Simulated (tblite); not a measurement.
Isomers of C7H14FNSi. Level: GFN2-xTB in tblite, geometry and Hessian alike; calculated harmonic values, unscaled, isolated species. Errors from tens to a few hundred cm⁻¹ against measured bands are possible. Modes of hydrogen on silicon can be 10 to 20 % off. One conformer each.

Electronic energies: GFN2-xTB at the same geometries; isomer energies are rough at this level and their order can be wrong.

| SMILES | electronic energy, lowest = 0 (kJ/mol) |
| --- | --- |
| C=C(F)[Si@@H]1C[C@@H]1N(C)CC | 148.0 |
| C=C(CF)[Si@@H]1C[C@@H]1N(C)C | 143.7 |
| CC#CC[C@H](F)[SiH2]N(C)C | 0.0 |
| C=C(F)[Si@@H]1CC[C@@H]1N(C)C | 82.3 |

**Question.** How do GFN2-xTB zero-point energies change the relative energies?

**Answer.** 
```tsv
SMILES	ZPE (kJ/mol)	of it from modes above 1550 cm⁻¹	electronic (kJ/mol)	with ZPE, lowest = 0 (kJ/mol)	lowest mode (cm⁻¹)	rings
CC#CC[C@H](F)[SiH2]N(C)C	501.3	254.3	0.0	0.0	13	0
C=C(F)[Si@@H]1CC[C@@H]1N(C)C	511.1	255.1	82.3	92.1	30	1
C=C(CF)[Si@@H]1C[C@@H]1N(C)C	508.9	256.1	143.7	151.3	47	1
C=C(F)[Si@@H]1C[C@@H]1N(C)CC	509.9	257.4	148.0	156.6	40	1
```

The zero-point energies span 9.8 kJ/mol, from `CC#CC[C@H](F)[SiH2]N(C)C` to `C=C(F)[Si@@H]1CC[C@@H]1N(C)C`. The order is unchanged.

**Question.** What do entropy and thermal enthalpy add at 298.15 K and 1 bar (rigid rotor, harmonic oscillator, one conformer each)?

**Answer.** 
| SMILES | point group | symmetry number | S (J/(mol K)) | H − H(0) (kJ/mol) | ZPE + H − H(0) − TS (kJ/mol) |
| --- | --- | --- | --- | --- | --- |
| C=C(F)[Si@@H]1CC[C@@H]1N(C)C | C1 | 1 | 467.5 | 35.55 | 407.3 |
| C=C(CF)[Si@@H]1C[C@@H]1N(C)C | C1 | 1 | 467.5 | 36.17 | 405.7 |
| C=C(F)[Si@@H]1C[C@@H]1N(C)CC | C1 | 1 | 467.6 | 36.11 | 406.6 |

Not tabulated: `CC#CC[C@H](F)[SiH2]N(C)C` (lowest mode only 13 cm⁻¹).
